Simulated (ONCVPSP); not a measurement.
# PBEsol ONCV dataset for chromium, fully relativistic all-electron reference.

ONCVPSP 4.0.1 was run on this input:

```
# ATOM AND REFERENCE CONFIGURATION
# atsym  z   nc   nv     iexc    psfile
  Cr 24.00    3    4  -116133      upf
#
#   n    l    f
    1    0    2.00
    2    0    2.00
    2    1    6.00
    3    0    2.00
    3    1    6.00
    3    2    5.00
    4    1    1.00
#
# PSEUDOPOTENTIAL AND OPTIMIZATION
# lmax
    2
#
#   l,   rc,      ep,       ncon, nbas, qcut
    0    1.40    0.00    4    7    6.50
    1    2.00    0.00    3    8    8.80
    2    1.30    0.00    3    8   12.70
#
# LOCAL POTENTIAL
# lloc, lpopt,  rc(5),   dvloc0
    4    5    1.15    1.00
#
# VANDERBILT-KLEINMAN-BYLANDER PROJECTORs
# l, nproj, debl
    0    2    3.80
    1    2    1.80
    2    2    3.00
#
# MODEL CORE CHARGE
# icmod, fcfact, rcfact
    3    4.25    1.60
#
# LOG DERIVATIVE ANALYSIS
# epsh1, epsh2, depsh
   -4.00    5.00    0.02
#
# OUTPUT GRID
# rlmax, drl
    6.00    0.01
#
# TEST CONFIGURATIONS
# ncnf
    4
# nvcnf
#   n    l    f
    5
    3    0    2.00
    3    1    6.00
    3    2    5.00
    4    1    0.00
    4    0    1.00
#
    4
    3    0    2.00
    3    1    6.00
    3    2    5.00
    4    1    0.00
#
    4
    3    0    2.00
    3    1    6.00
    3    2    4.00
    4    1    0.00
#
    5
    3    0    2.00
    3    1    6.00
    3    2    5.50
    4    1    0.00
    4    0    0.50
#
```

Command:

```bash
oncvpspr.x < Cr.dat > Cr.out
```

Resulting log (shortened: citation, most of the input echo, consistency checks and plot data are left out):

```
ONCVPSP  (Optimized Norm-Conservinng Vanderbilt PSeudopotential)
relativistic version 4.0.1

#   n    l    f        energy (Ha)
    1    0    2.00    -2.1588879D+02
    2    0    2.00    -2.4527995D+01
    2    1    6.00    -2.0526032D+01    -2.0843356D+01
    3    0    2.00    -2.7619319D+00
    3    1    6.00    -1.7054486D+00    -1.7427910D+00
    3    2    5.00    -1.5631087D-01    -1.5921208D-01
    4    1    1.00    -6.3058974D-02    -6.4162511D-02

Reference configufation results
  iterations    39
  all-electron total energy (Ha)   -1.04935261D+03

Begin loop to  construct optimized pseudo wave functions
and semi-local pseudopoentials for all angular momenta

   Wellstate for l =  0  n =  5 kap= -1
     eigenvalue =   1.0381
     asymptotic potential =   1.5381
     half-point radius =  3.7718

Calculating optimized projector #   1

 for l=   0

    Fraction of norm inside rc  0.917628
    Optimizing pswf for qcut=   6.49 a_B^-1,  ecut=  21.05 Ha
    Residual kinetic energy error=  4.64D-04 Ha

    Energy error per electron        Cutoff
         Ha          eV             Ha
         0.01000     0.27211        7.58
         0.00100     0.02721       18.64
         0.00010     0.00272       53.48
         0.00001     0.00027       68.14

Calculating optimized projector #   2

 for l=   0

    Fraction of norm inside rc  0.056027
    Optimizing pswf for qcut=   6.49 a_B^-1,  ecut=  21.05 Ha
    Residual kinetic energy error=  5.47D-04 Ha

    Energy error per electron        Cutoff
         Ha          eV             Ha
         0.01000     0.27211        6.59
         0.00100     0.02721       18.90
         0.00010     0.00272       42.25
         0.00001     0.00027       80.60

Calculating optimized projector #   1

 for l=   1

    Fraction of norm inside rc  0.980202
    Optimizing pswf for qcut=   8.80 a_B^-1,  ecut=  38.76 Ha
    Residual kinetic energy error=  8.59D-10 Ha

    Energy error per electron        Cutoff
         Ha          eV             Ha
         0.01000     0.27211       17.27
         0.00100     0.02721       21.98
         0.00010     0.00272       26.01
         0.00001     0.00027       29.46

Calculating optimized projector #   2

 for l=   1

    Fraction of norm inside rc  0.034445
    Optimizing pswf for qcut=   8.80 a_B^-1,  ecut=  38.76 Ha
    Residual kinetic energy error=  1.92D-10 Ha

    Energy error per electron        Cutoff
         Ha          eV             Ha
         0.01000     0.27211       10.18
         0.00100     0.02721       16.18
         0.00010     0.00272       21.42
         0.00001     0.00027       25.81

Calculating optimized projector #   1

 for l=   1

    Fraction of norm inside rc  0.981478
    Optimizing pswf for qcut=   8.80 a_B^-1,  ecut=  38.76 Ha
    Residual kinetic energy error=  9.67D-10 Ha

    Energy error per electron        Cutoff
         Ha          eV             Ha
         0.01000     0.27211       17.43
         0.00100     0.02721       22.12
         0.00010     0.00272       26.14
         0.00001     0.00027       29.57

Calculating optimized projector #   2

 for l=   1

    Fraction of norm inside rc  0.035986
    Optimizing pswf for qcut=   8.80 a_B^-1,  ecut=  38.76 Ha
    Residual kinetic energy error=  2.27D-10 Ha

    Energy error per electron        Cutoff
         Ha          eV             Ha
         0.01000     0.27211       10.36
         0.00100     0.02721       16.39
         0.00010     0.00272       21.62
         0.00001     0.00027       26.01

   Wellstate for l =  2  n =  5 kap= -3
     eigenvalue =   2.8437
     asymptotic potential =   3.3437
     half-point radius =  2.9713

Calculating optimized projector #   1

 for l=   2

    Fraction of norm inside rc  0.538898
    Optimizing pswf for qcut=  12.71 a_B^-1,  ecut=  80.74 Ha
    Residual kinetic energy error=  1.25D-06 Ha

    Energy error per electron        Cutoff
         Ha          eV             Ha
         0.01000     0.27211       44.37
         0.00100     0.02721       54.92
         0.00010     0.00272       63.14
         0.00001     0.00027       70.22

Calculating optimized projector #   2

 for l=   2

    Fraction of norm inside rc  0.087220
    Optimizing pswf for qcut=  12.71 a_B^-1,  ecut=  80.74 Ha
    Residual kinetic energy error=  7.07D-07 Ha

    Energy error per electron        Cutoff
         Ha          eV             Ha
         0.01000     0.27211       46.36
         0.00100     0.02721       57.86
         0.00010     0.00272       66.95
         0.00001     0.00027       73.76

   Wellstate for l =  2  n =  5 kap=  2
     eigenvalue =   2.8408

Calculating optimized projector #   1

 for l=   2

    Fraction of norm inside rc  0.542638
    Optimizing pswf for qcut=  12.71 a_B^-1,  ecut=  80.74 Ha
    Residual kinetic energy error=  1.19D-06 Ha

    Energy error per electron        Cutoff
         Ha          eV             Ha
         0.01000     0.27211       44.54
         0.00100     0.02721       55.23
         0.00010     0.00272       63.34
         0.00001     0.00027       70.44

Calculating optimized projector #   2

 for l=   2

    Fraction of norm inside rc  0.087293
    Optimizing pswf for qcut=  12.71 a_B^-1,  ecut=  80.74 Ha
    Residual kinetic energy error=  7.28D-07 Ha

    Energy error per electron        Cutoff
         Ha          eV             Ha
         0.01000     0.27211       46.44
         0.00100     0.02721       57.94
         0.00010     0.00272       67.01
         0.00001     0.00027       73.82

Construct Vanderbilt / Kleinmman-Bylander projectors

B matrix Hermiticity error, ll=  0  kap= -1
   1   2   -3.5343D-04

  Orthonormal projector coefficients  8.1030E+00  1.6011E+00

B matrix Hermiticity error, ll=  1  kap= -2
   1   2    6.7232D-05

  Orthonormal projector coefficients -1.9924E+00 -2.3958E-01

B matrix Hermiticity error, ll=  1  kap=  1
   1   2    6.9824D-05

  Orthonormal projector coefficients -1.5605E+00 -2.4964E-01

B matrix Hermiticity error, ll=  2  kap= -3
   1   2   -2.2464D-04

  Orthonormal projector coefficients -1.0226E+01 -2.5117E+00

B matrix Hermiticity error, ll=  2  kap=  2
   1   2   -2.2576D-04

  Orthonormal projector coefficients -1.0257E+01 -2.5118E+00

 Orthonormal scalar projector coefficients, l =  1
 -1.8431E+00 -2.4407E-01 -4.2027E-03 -2.8150E-06

 Orthonormal spin-orbit projector coefficients, l =  1
 -3.4406E-01  5.2318E-02  1.0638E-02 -1.1117E-04

 Orthonormal scalar projector coefficients, l =  2
 -1.0238E+01 -2.5117E+00 -5.1309E-07 -2.3766E-08

 Orthonormal spin-orbit projector coefficients, l =  2
  1.2245E-02  9.6427E-04 -8.8699E-04 -1.3308E-05

Model core correction analysis
  based on d2Exc/dn_idn_j

d2excae - all-electron derivatives

   -3.083365D-02   -2.836371D-02   -1.825490D-02   -5.738021D-04
   -2.836381D-02   -2.703319D-02   -1.818833D-02   -6.640861D-04
   -1.825507D-02   -1.818842D-02   -1.691568D-02   -3.865233D-03
   -5.738036D-04   -6.640719D-04   -3.864067D-03   -2.292813D-02

d2excps - pseudofunction derivatives with no core correction

   -4.826571D-02   -3.869367D-02   -2.614393D-02   -8.445610D-04
   -3.869453D-02   -3.709682D-02   -2.647516D-02   -8.946734D-04
   -2.614433D-02   -2.647543D-02   -2.387852D-02   -5.382023D-03
   -8.445474D-04   -8.944964D-04   -5.376833D-03   -3.338578D-02

rms 2nd derivative error    8.074243E-03

rmatch, rhocmatch    0.4681   27.0158

Teter function model core charge with specified parameters

d2excps - pseudofunction derivatives with core correction

   -3.554092D-02   -3.336664D-02   -2.305434D-02   -6.719444D-04
   -3.336653D-02   -3.374218D-02   -2.429894D-02   -7.863648D-04
   -2.305450D-02   -2.429915D-02   -2.242265D-02   -5.313098D-03
   -6.718858D-04   -7.861818D-04   -5.307906D-03   -3.338240D-02

rms 2nd derivative error    4.885080E-03

Pseudoatom total energy  -86.407204

Diagnostic tests using Vanderbilt-Kleinman-Bylander pseudopotentials
  relativistic with J = L +/- 1/2 projectors

   l  kap   rcore       rmatch      e in        delta e    norm test   slope test

   0  -1   1.4073591   1.4500896  -2.7619319   0.0000016   1.0001302   1.0001262
   0  -1   1.4073591   1.4500896   1.0380681   0.0000445   1.0002713   1.0002713

   1  -2   2.0030223   2.0638384  -1.7054486  -0.0000029   1.0001722   1.0001646
   1   1   2.0030223   2.0638384  -1.7427910  -0.0000021   1.0001676   1.0001564
   1  -2   2.0030223   2.0638384  -0.0630590   0.0000003   1.0000101   1.0000094
   1   1   2.0030223   2.0638384  -0.0641625   0.0000017   1.0000251   1.0000242

   2  -3   1.3020605   1.3415939  -0.1563109  -0.0000137   1.0000518   1.0000606
   2   2   1.3020605   1.3415939  -0.1592121   0.0000092   1.0000667   0.9999883
   2  -3   1.3020605   1.3415939   2.8436891   0.0000178   1.0002452   1.0002452
   2   2   1.3020605   1.3415939   2.8424177   0.0000231   1.0002430   1.0002430

Diagnostic tests using Vanderbilt-Kleinman-Bylander pseudopotentials
  relativistic with scalar and spin-orbit non-local projectors

   l  kap   rcore       rmatch      e in        delta e    norm test   slope test

   0  -1   1.4073591   1.4500896  -2.7619319   0.0000016   1.0001302   1.0001262
   0  -1   1.4073591   1.4500896   1.0380681   0.0000445   1.0002713   1.0002713

   1  -2   2.0030223   2.0638384  -1.7054486  -0.0000024   1.0001719   1.0001645
   1   1   2.0030223   2.0638384  -1.7427910  -0.0000031   1.0001681   1.0001566
   1  -2   2.0030223   2.0638384  -0.0630590   0.0000003   1.0000101   1.0000094
   1   1   2.0030223   2.0638384  -0.0641625   0.0000017   1.0000250   1.0000242

   2  -3   1.3020605   1.3415939  -0.1563109  -0.0000136   1.0000519   1.0000608
   2   2   1.3020605   1.3415939  -0.1592121   0.0000092   1.0000667   0.9999886
   2  -3   1.3020605   1.3415939   2.8436891   0.0000178   1.0002452   1.0002452
   2   2   1.3020605   1.3415939   2.8424177   0.0000231   1.0002430   1.0002430

Ghost test for J = L + 1/2

 Testing for bound ghosts
   n   l    E NL Schr. Eq   E Basis Diag.   E Cutoff

   1   0       -2.761930       -2.761924     95.76

   2   1       -1.705451       -1.705450     76.04
   3   1       -0.063059        0.008685     76.04

   3   2       -0.156325       -0.137263    202.90

 Testing for highly-localized positive-energy ghosts
       l    <radius>/rc     E Basis Diag.   E Cutoff

Ghost test for J = L - 1/2

 Testing for bound ghosts
   n   l    E NL Schr. Eq   E Basis Diag.   E Cutoff

   1   0       -2.761930       -2.761924     95.76

   2   1       -1.742793       -1.742792     76.04
   3   1       -0.064161        0.005982     76.04

   3   2       -0.159203       -0.140536    202.90

 Testing for highly-localized positive-energy ghosts
       l    <radius>/rc     E Basis Diag.   E Cutoff

Test configuration 0

   n   l kap    f        eae           eps        diff
   1   0  -1  2.0000 -215.88879122
   2   0  -1  2.0000  -24.52799502
   2   1  -2  4.0000  -20.52603178
   2   1   1  2.0000  -20.84335567
   3   0  -1  2.0000   -2.76193194   -2.76193032    1.63E-06
   3   1  -2  4.0000   -1.70544856   -1.70545144   -2.88E-06
   3   1   1  2.0000   -1.74279100   -1.74279308   -2.08E-06
   3   2  -3  3.0000   -0.15631087   -0.15632454   -1.37E-05
   3   2   2  2.0000   -0.15921208   -0.15920291    9.17E-06
   4   1  -2  0.6667   -0.06305897   -0.06305865    3.28E-07
   4   1   1  0.3333   -0.06416251   -0.06416079    1.73E-06

    Total energies and differences
      AE_ref= -1.04935261E+03  AE_tst= -1.04935261E+03  dif=  0.00E+00
      PS_ref= -8.64072040E+01  PS_tst= -8.64072040E+01  dif=  3.17E-12
      PSP excitation error= -3.17E-12

Test configuration 1

   n   l kap    f        eae           eps        diff
   1   0  -1  2.0000 -215.83723213
   2   0  -1  2.0000  -24.48127289
   2   1  -2  4.0000  -20.47896662
   2   1   1  2.0000  -20.79626027
   3   0  -1  2.0000   -2.71049264   -2.71040373    8.89E-05
   3   1  -2  4.0000   -1.65335930   -1.65326751    9.18E-05
   3   1   1  2.0000   -1.69079392   -1.69067475    1.19E-04
   3   2  -3  3.0000   -0.10652062   -0.10653035   -9.73E-06
   3   2   2  2.0000   -0.10936629   -0.10935013    1.62E-05
   4   1  -2  0.0000   -0.03475534   -0.21477204   -1.80E-01
   4   1   1  0.0000   -0.03570794   -0.21669050   -1.81E-01
   4   0  -1  1.0000   -0.14756922   -0.14759763   -2.84E-05

    Total energies and differences
      AE_ref= -1.04935261E+03  AE_tst= -1.04946813E+03  dif= -1.16E-01
      PS_ref= -8.64072040E+01  PS_tst= -8.65227215E+01  dif= -1.16E-01
      PSP excitation error= -3.15E-06

Test configuration 2

   n   l kap    f        eae           eps        diff
   1   0  -1  2.0000 -216.09422562
   2   0  -1  2.0000  -24.72807822
   2   1  -2  4.0000  -20.72663991
   2   1   1  2.0000  -21.04400436
   3   0  -1  2.0000   -2.96580060   -2.96556811    2.32E-04
   3   1  -2  4.0000   -1.91028335   -1.91027759    5.76E-06
   3   1   1  2.0000   -1.94750942   -1.94751768   -8.26E-06
   3   2  -3  3.0000   -0.36058991   -0.36061897   -2.91E-05
   3   2   2  2.0000   -0.36354337   -0.36355079   -7.41E-06
   4   1  -2  0.0000   -0.21477204   -0.21477204    0.00E+00
   4   1   1  0.0000   -0.21669050   -0.21669050    0.00E+00

    Total energies and differences
      AE_ref= -1.04935261E+03  AE_tst= -1.04921552E+03  dif=  1.37E-01
      PS_ref= -8.64072040E+01  PS_tst= -8.62701286E+01  dif=  1.37E-01
      PSP excitation error=  1.20E-05

Test configuration 3

   n   l kap    f        eae           eps        diff
   1   0  -1  2.0000 -216.61866958
   2   0  -1  2.0000  -25.26795613
   2   1  -2  4.0000  -21.26499911
   2   1   1  2.0000  -21.58224691
   3   0  -1  2.0000   -3.48621547   -3.48673320   -5.18E-04
   3   1  -2  4.0000   -2.42395275   -2.42366006    2.93E-04
   3   1   1  2.0000   -2.46195826   -2.46161310    3.45E-04
   3   2  -3  2.4000   -0.83697785   -0.83683150    1.46E-04
   3   2   2  1.6000   -0.84047331   -0.84029706    1.76E-04
   4   1  -2  0.0000   -0.48499182   -0.48499182    0.00E+00
   4   1   1  0.0000   -0.48841174   -0.48841174    0.00E+00

    Total energies and differences
      AE_ref= -1.04935261E+03  AE_tst= -1.04862699E+03  dif=  7.26E-01
      PS_ref= -8.64072040E+01  PS_tst= -8.56816114E+01  dif=  7.26E-01
      PSP excitation error=  2.40E-05

Test configuration 4

psatom_r: WARNING lschvkbb convergence error n,l,kap,iter=   3   2  -3

)
ea(ii),et,emin,emax -1.015309E-01 -9.137785E-02 -9.137785E-02 -9.137785E-02

psatom_r: WARNING lschvkbb convergence error n,l,kap,iter=   1   0  -1

*
ea(ii),et,emin,emax -2.675873E+00 -2.408286E+00 -2.408286E+00 -2.408286E+00

psatom_r: WARNING lschvkbb convergence error n,l,kap,iter=   2   1  -2

*
ea(ii),et,emin,emax -1.621685E+00 -1.459516E+00 -1.459516E+00 -1.459516E+00

psatom_r: WARNING lschvkbb convergence error n,l,kap,iter=   3   2  -3

*
ea(ii),et,emin,emax -1.015309E-01 -9.137785E-02 -9.137785E-02 -9.137785E-02

psatom_r: WARNING lschvkbb convergence error n,l,kap,iter=   2   0  -1

*
ea(ii),et,emin,emax -1.567941E-01 -1.411147E-01 -1.411147E-01 -1.411147E-01
run_config_r: WARNING for fully non-local PS atom,
 WARNING no output for configuration 5
```

The run took about 8.6 s on one core of a shared server CPU.
